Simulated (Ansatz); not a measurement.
Start from `C=C=C([SiH3])CCl` and change one atom or group to get `C=C=C(O)[SiH3]`.

Ansatz, PBE0-D4/def2-TZVP geometries, multiplicity 1. Each molecule was computed in one conformer, which needn't be the lowest.

```
                            property  `C=C=C([SiH3])CCl`
 HOMO–LUMO gap (PBE/def2-TZVPP) / eV                5.07
HOMO–LUMO gap (PBE0/def2-TZVPP) / eV                7.21
  LUMO energy (PBE0/def2-TZVPP) / eV               -0.53
  HOMO energy (PBE0/def2-TZVPP) / eV               -7.74
   LUMO energy (PBE/def2-TZVPP) / eV               -1.51
   HOMO energy (PBE/def2-TZVPP) / eV               -6.58
```

Q: Give the same properties after the change, and the shifts. (Best estimate.)

A: Computed: 
```csv
property,`C=C=C(O)[SiH3]`,shift
HOMO–LUMO gap (PBE/def2-TZVPP) / eV,4.07,-1.00
HOMO–LUMO gap (PBE0/def2-TZVPP) / eV,6.26,-0.95
LUMO energy (PBE0/def2-TZVPP) / eV,-0.56,-0.03
HOMO energy (PBE0/def2-TZVPP) / eV,-6.82,0.92
LUMO energy (PBE/def2-TZVPP) / eV,-1.52,-0.01
HOMO energy (PBE/def2-TZVPP) / eV,-5.60,0.98
```
